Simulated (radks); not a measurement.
Numerical settings for neutral lithium, [He] 2s1. Calculated with a radial shooting solver on a logarithmic mesh with Libxc functionals: scalar-relativistic Kohn-Sham, PBE, spin-unpolarised, spherical densities, point nucleus; without spin polarisation the odd electron is poorly described. The defaults (mesh step 0.008 in ln r, mesh end at 40 bohr or more with all orbitals vanishing there, Anderson mixing 0.5 over 9 steps, residual threshold near 1e-9 with the energy settled to 1e-9 hartree or 1e-11 of itself, here a cap of 54 iterations) give E = -7.4522 hartree and 2s at -2.874 eV in 14 iterations. Run on one thread of a shared host, so times are rough (Arm Neoverse V1): 0.04 s of CPU time, 0.04 s wall, 14 iterations on 2496 mesh points. Changes against that run (0 stands for a change within the tolerance of the run):

setting                    iterations         converged  E (mhartree)  e(2s) (meV)  CPU (s)
mesh step in ln r 0.08             13               yes       +0.0401       +0.517     0.01
mesh step in ln r 0.005            14               yes             0            0     0.05
mesh step in ln r 0.012            14               yes             0            0     0.03
mesh end (bohr) 20                 14               yes      +0.00023      +0.0494     0.03
mesh end (bohr) 3                  13  level above zero          +628    +2.03e+04     0.03
residual threshold 1e-13           19               yes             0            0     0.04
residual threshold 0.1              8               yes             0       -0.107     0.02
mixing 0.01                        19               yes             0            0     0.05
linear mixing, mixing 1            16               yes             0            0     0.04
linear mixing, mixing 0.8          17               yes             0            0     0.04
mixing history 20                  15               yes             0            0     0.04
iteration cap 8                     8                no             0      +0.0181     0.02

Settled on a wrong energy, with an occupied level pushed above zero by the early mesh end: mesh end (bohr) 3 (+0.628 hartree). Apart from these: no run marked as converged misses the energy by more than 1 mhartree. A mesh that ends early acts as a hard wall.
